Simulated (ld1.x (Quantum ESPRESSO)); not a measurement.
## Configuration tests for magnesium (TM)

magnesium, norm-conserving Troullier–Martins (Kleinman–Bylander form), made with ld1.x (Quantum ESPRESSO) 7.5 (PBE, scalar-relativistic). Core [Ne], reference 3s2 3p0. Waves: 3s (bound): rc 1.80 bohr; 3d channel at 0.1 Ry: rc 2.90 bohr; 3p (bound, empty): rc 3.40 bohr. Local part: the p channel. Core correction: Bessel-smoothed model core inside 1.15 bohr.

Energies are relative to the spin-unpolarised reference configuration 3s2 3p0; without spin polarisation the order of configurations can differ from experiment.

```tsv
valence configuration	charge	ΔE all-electron (eV)	error AE − PS (meV)
3s1 3p0	+1	7.960	-3.1
3s1.5 3p0	+0.5	3.144	-0.7
3s1 3p1	0	3.491	-2.6
```

Problem. What are ΔE and the potential's error for 3s0 3p2?

Solution. ΔE = 7.183 eV all-electron; the error (AE − PS) is -9.7 meV.

Problem. What are ΔE and the potential's error for 3s0 3p1?

Solution. ΔE = 12.328 eV all-electron; the error (AE − PS) is -7.3 meV.
